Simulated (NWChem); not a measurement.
System: SiIBr, singlet; SMILES Br[Si]I

```xyz
3

Si     1.2560     0.4971     0.0000
Br    -0.2732     2.1536     0.0000
I     -0.1513    -1.5535     0.0000
```
Atoms are numbered in this order, from 1.

Program: NWChem. Low-valent species are run as closed-shell singlets; no triplet was tried in these runs. Coordinates come from a PBE0/def2-SVP optimisation. Not confirmed as a minimum by frequencies. def2 effective core potentials on I; no spin-orbit coupling. Ions are spin-unrestricted doublets at the neutral geometry; other ion states weren't tried.

For level CAM-B3LYP/def2-SVP:

| Item | Result |
|---|---|
| vertical ionisation energy, ΔSCF (eV) | 9.37 |
| −ε(HOMO) (eV) | 8.42 |

Question: What are these values for level PBE/def2-SVP?

Answer: vertical ionisation energy, ΔSCF (eV): 9.07
−ε(HOMO) (eV): 6.25
